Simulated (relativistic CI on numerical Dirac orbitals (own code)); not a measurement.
## Co⁵⁺ in a cubic cluster: 3s photoemission with charge transfer

Computed with a charge-transfer multiplet model of a cubic metal-ligand cluster with up to 2 ligand holes, Slater and spin-orbit integrals from Dirac-Coulomb-Breit ions, Slater integrals scaled by 0.7. The ground state mixes d4 with configurations of k ligand holes L, whose averages lie at kΔ + k(k − 1)U_dd/2; a core hole lowers each added d electron by U_cd. 20 K, Lorentzian 1.4 eV and Gaussian 0.8 eV FWHM.

Atomic integrals in eV (Slater integrals scaled, ζ unscaled), ground: F2dd 10.145, F4dd 6.400, zeta_d 0.089; with the core hole: F2dd 10.734, F4dd 6.797, zeta_d 0.099, G2cd 10.120.

Cluster parameters (eV): U_dd = 6.1, U_cd = 7.1, 10Dq = 1.6, 10Dq(ligand) = 0.3, V(eg) = 3.65, V(t2g) = -1.76, final-state hopping factor = 1.

```
       Case   n_d    d4   d5L  d6L2     S
Δ = -3.7 eV  5.11  0.16  0.57  0.27  1.27
Δ = -1.7 eV  4.98  0.22  0.57  0.20  1.45
Δ = -0.7 eV  4.91  0.26  0.56  0.17  1.56
```

Weights, n_d and S are thermal averages at 20 K. Binding energies count from the first peak over 30 % of the highest in each spectrum, which can be another peak from case to case. The parameters are a model scan and need not match a compound or its usual spin state. Peaks in eV (height, largest 100):
- Δ = -3.7 eV: 0.0 (100), 4.6 (32), 6.6 (31), 8.1 (29), 16.7 (7), 23.6 (6)
- Δ = -1.7 eV: 0.0 (100), 5.0 (33), 6.9 (36), 8.7 (37), 16.4 (8), 22.9 (8)
- Δ = -0.7 eV: 0.0 (100), 1.0 (92), 6.3 (31), 8.1 (36), 10.0 (44), 17.2 (8), 23.8 (9)

Curve for Δ = -1.7 eV (points under 2 left out, the grid thinned):

E (eV), Intensity and a bar:
```
     -4.9        4.8 #
     -4.2        6.8 #
     -3.5       10.5 ###
     -2.9       17.0 #####
     -2.2       35.5 ##########
     -1.5       73.2 ######################
     -0.8       91.5 ############################
     -0.1       99.4 ##############################
      0.6       79.0 ########################
      1.2       42.2 ############
      1.9       21.8 ######
      2.6       15.9 ####
      3.3       16.8 #####
      4.0       22.5 ######
      4.6       30.4 #########
      5.3       31.3 #########
      6.0       29.8 #########
      6.7       35.3 ##########
      7.4       33.2 ##########
      8.1       34.0 ##########
      8.7       37.4 ###########
      9.4       33.5 ##########
     10.1       26.0 #######
     10.8       16.6 ####
     11.5       12.7 ###
     12.1       11.3 ###
     12.8        8.5 ##
     13.5        6.0 #
     14.2        4.7 #
     14.9        4.9 #
     15.6        6.3 #
     16.2        7.9 ##
     16.9        7.0 ##
     17.6        4.7 #
     18.3        3.5 
     19.0        3.3 
     19.6        3.3 
     20.3        3.1 
     21.0        3.1 
     21.7        4.0 #
     22.4        6.8 #
     23.1        7.9 ##
     23.7        5.7 #
     24.4        3.3 
     25.1        2.1
```

For the case Δ = -1.7 eV, Δ = -1.7 eV is smaller than U_dd = 6.1 eV, the charge-transfer side of the Zaanen-Sawatzky-Allen scheme (negative Δ: between configuration averages a ligand hole costs less than the nominal valence; multiplet and field energies can change this for the lowest states). With the core hole the configuration with one ligand hole lies at Δ − U_cd = -10.8, -8.8, -7.8 eV from the one without, in the order of the table; where this is negative the screened configuration lies lower, though the effective hopping of about 6.6 eV (from the holes of the mixed ground state) mixes the two strongly wherever it is as large as the gap.

With at most 2 ligand holes the space is cut while the next configuration still counts, so covalency is underestimated, and a final configuration with one more ligand hole, which can lie low, is missing from the spectra.

Without intra-shell correlation the exchange splitting of the 3s hole comes out too large.
